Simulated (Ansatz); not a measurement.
Series (HBeX)2: binding per atom (eV) at several levels, gas phase, relaxed structures; Ansatz. Binding counts from free atoms in the multiplicity of their measured ground term, without zero-point energy. The structures are stationary points that may keep the symmetry of their start. Correlated methods freeze inner cores and use unrestricted references for open shells.

```json
{"species": "(HBe-mu-Cl)2 (Be2H2Cl2)", "state": "singlet", "geometry": "PBE0-D4/def2-TZVP", "PBE-D4/def2-SVP": "2.93", "PBE-D4/def2-TZVP": "2.91", "PBE-D4/def2-TZVPD": "2.92", "PBE0-D4/def2-SVP": "2.90", "CCSD(T)/def2-TZVPP": "2.72"}
{"species": "(HBe-mu-F)2 (Be2H2F2)", "state": "singlet", "geometry": "PBE-D4/def2-TZVP", "PBE-D4/def2-SVP": "3.61", "PBE-D4/def2-TZVP": "3.56", "PBE-D4/def2-TZVPD": "3.57", "PBE0-D4/def2-SVP": "3.52", "CCSD(T)/def2-TZVPP": "3.37"}
{"species": "(HBe-mu-H)2 (Be2H4)", "state": "singlet", "geometry": "PBE-D4/def2-TZVP", "PBE-D4/def2-SVP": "2.39", "PBE-D4/def2-TZVP": "2.39", "PBE-D4/def2-TZVPD": "2.40", "PBE0-D4/def2-SVP": "2.40", "CCSD(T)/def2-TZVPP": "2.29"}
{"species": "(HBe-mu-Br)2 (Be2H2Br2)", "state": "singlet", "geometry": "B3LYP-D4/def2-TZVP", "PBE-D4/def2-SVP": "2.70", "PBE-D4/def2-TZVP": "2.69", "PBE-D4/def2-TZVPD": "2.70", "PBE0-D4/def2-SVP": "2.69", "CCSD(T)/def2-TZVPP": "2.51"}
{"species": "(HBe-mu-OH)2 (Be2O2H4)", "state": "singlet", "geometry": "r2SCAN-D4/def2-TZVP", "PBE-D4/def2-SVP": "3.67", "PBE-D4/def2-TZVP": "3.65", "PBE-D4/def2-TZVPD": "3.66", "PBE0-D4/def2-SVP": "3.59", "CCSD(T)/def2-TZVPP": "3.49"}
{"species": "(HBe-mu-NH2)2 (Be2N2H6)", "state": "singlet", "geometry": "PBE0-D4/def2-TZVP", "PBE-D4/def2-SVP": "3.38", "PBE-D4/def2-TZVP": "3.37", "PBE-D4/def2-TZVPD": "3.38", "PBE0-D4/def2-SVP": "3.32", "CCSD(T)/def2-TZVPP": "3.19"}
```

Q: Estimate the column for MP2/def2-TZVP.

A: (HBe-mu-Cl)2 (Be2H2Cl2) 2.81; (HBe-mu-F)2 (Be2H2F2) 3.50; (HBe-mu-H)2 (Be2H4) 2.24; (HBe-mu-Br)2 (Be2H2Br2) 2.60; (HBe-mu-OH)2 (Be2O2H4) 3.55; (HBe-mu-NH2)2 (Be2N2H6) 3.18.
